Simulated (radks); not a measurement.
Numerical settings for the promethium ion Pm+, [Xe] 4f5 6s1. All-electron calculation, Dirac Kohn-Sham, PBE, spin-unpolarised, spherical densities, point nucleus; open shells fill j = l - 1/2 first. Program: a radial shooting solver on a logarithmic mesh with Libxc functionals. The defaults (mesh step 0.008 in ln r, mesh end at 40 bohr or more with all orbitals vanishing there, Anderson mixing 0.5 over 9 steps, residual threshold near 1e-9 with the energy settled to 1e-9 hartree or 1e-11 of itself, here a cap of 64 iterations) give E = -10026.9594 hartree and 4f5/2 at -8.243 eV in 16 iterations. Run on one thread of a shared host, so times are rough (Arm Neoverse N1): 0.25 s of CPU time, 0.25 s wall, 16 iterations on 2648 mesh points. Changes against that run (0 stands for a change within the tolerance of the run):

| setting | iterations | converged | E (mhartree) | e(4f5/2) (meV) | CPU (s) |
|---|---|---|---|---|---|
| mesh step in ln r 0.003 | 16 | yes | 0 | 0 | 0.62 |
| mesh step in ln r 0.05 | 16 | yes | -0.0839 | -0.0333 | 0.06 |
| mesh step in ln r 0.12 | 4 | no | diverged | - | 0.02 |
| mesh end (bohr) 12 | 16 | yes | +0.0431 | +3.82 | 0.23 |
| mesh end (bohr) 3 | 13 | level above zero | +2.37e+03 | +1.5e+04 | 0.16 |
| residual threshold 1e-16 | 64 | no | 0 | 0 | 0.51 |
| residual threshold 0.01 | 11 | yes | 0 | +0.334 | 0.21 |
| mixing 1.5 | 14 | yes | 0 | 0 | 0.23 |
| linear mixing, mixing 0.8 | 64 | no | +1.91e+04 | +6.78e+03 | 1.6 |
| linear mixing, mixing 0.5 | 31 | yes | 0 | 0 | 0.37 |
| mixing history 3 | 19 | yes | 0 | 0 | 0.26 |
| iteration cap 8 | 8 | no | +0.00497 | +31.4 | 0.13 |

Settled on a wrong energy, with an occupied level pushed above zero by the early mesh end: mesh end (bohr) 3 (+2.37 hartree). Apart from these: no run marked as converged misses the energy by more than 1 mhartree. A mesh that ends early acts as a hard wall.
